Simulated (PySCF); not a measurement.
## F³⁺ (fluorine, charge +3) across methods

[He] 2s2 2p2, high-spin 3P determinant. Computed with PySCF 2.14 in aug-cc-pVTZ-DK (5s4p3d2f, 46 functions), with the spin-free X2C one-electron Hamiltonian (Gaussian nucleus). The B2PLYP total includes its PT2 part (frozen core); its orbital energies are those of the SCF part.

| method | E (hartree) | mean ε 2s α (eV) | mean ε 2s β (eV) | mean ε 2p α (eV) | Σ⟨r²⟩ (bohr²) | ⟨S²⟩ |
| --- | --- | --- | --- | --- | --- | --- |
| UHF | -95.40461 | -108.37 | -96.303 | -88.050 | 3.566 | 2.003 |
| M06-L | -95.5928 | -94.458 | -88.555 | -76.054 | 3.549 | 2.002 |
| LDA | -94.9146 | -92.663 | -87.540 | -74.871 | 3.598 | 2.001 |
| CAM-B3LYP | -95.5643 | -98.307 | -91.991 | -79.934 | 3.583 | 2.001 |
| PBE0 | -95.5121 | -97.090 | -90.365 | -78.448 | 3.574 | 2.001 |
| B3LYP | -95.5848 | -96.238 | -90.044 | -77.929 | 3.578 | 2.001 |
| r2SCAN | -95.5562 | -94.769 | -88.166 | -76.367 | 3.569 | 2.002 |
| B2PLYP | -95.5649 | -101.23 | -92.756 | -82.103 | 3.572 | 2.002 |

(1) Estimate the same row for PBE.

## Answers

(1) E (hartree) = -95.4953; mean ε 2s α (eV) = -93.050; mean ε 2s β (eV) = -87.818; mean ε 2p α (eV) = -75.021; Σ⟨r²⟩ (bohr²) = 3.583; ⟨S²⟩ = 2.001.
